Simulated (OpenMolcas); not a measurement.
**Au2+: moving or changing the point charges**

Au2+ among 6 point charges of -1.7 e arranged as an octahedron (Oh), 2.17 Å from the ion.
```
   2.1700    0.0000    0.0000  -1.70
   0.0000    2.1700    0.0000  -1.70
  -2.1700    0.0000    0.0000  -1.70
   0.0000   -2.1700    0.0000  -1.70
   0.0000    0.0000    2.1700  -1.70
   0.0000    0.0000   -2.1700  -1.70
```

* Program: OpenMolcas
* Method: CASSCF
* Basis: ANO-RCC-VTZP [8s7p5d3f1g]
* Scalar Hamiltonian: DKH2, point nucleus
* Active space: 9 electrons in 5 orbitals (5d)
* State averaging: 2S+1 = 2 even, 5 roots
* Spin-orbit coupling: state interaction with AMFI integrals over the reference wave functions

Runs around this geometry, states (labels of O, the rotations of Oh). Energies in cm-1 above the lowest state or level, χT in cm3 K/mol; 10Dq is the gap between the two states.

```
R (Å)  q (e)  Ground state  First state of that spin  10Dq  First gap with spin-orbit (degeneracies)  χT at 300 K
 2.17  -0.85            2E                  2T2 3113  3113                               2117 (4, 2)        1.110
 2.03   -1.7            2E                  2T2 8578  8578                               6466 (4, 2)        0.957
 2.17   -1.7            2E                  2T2 6225  6225                               4512 (4, 2)        1.015
  2.3   -1.7            2E                  2T2 4696  4696                               3304 (4, 2)        1.055
```

Taking |10Dq| as R^-n, n = -ln(4696 / 8578) / ln(2.3 / 2.03) = 4.8 between the shortest and longest distance. The point-charge formula for a cubic d site gives n = 5.

Scaling the charges by -0.85 / -1.7 = 0.50 scales |10Dq| by 3113 / 6225 = 0.50; with fixed orbitals a first-order splitting would follow the charge.

An orbital doublet at a regular site is open to a Jahn-Teller distortion, which this geometry leaves out. The ground term spreads over less than 5000 cm-1, several times less than with real ligands, so orbital moments are less quenched and χT lies further from the spin-only value than at real sites (holds for R = 2.17, q = -0.85; R = 2.3, q = -1.7). This is an electrostatic model: the charges have no orbitals. No measured value stands beside these numbers.
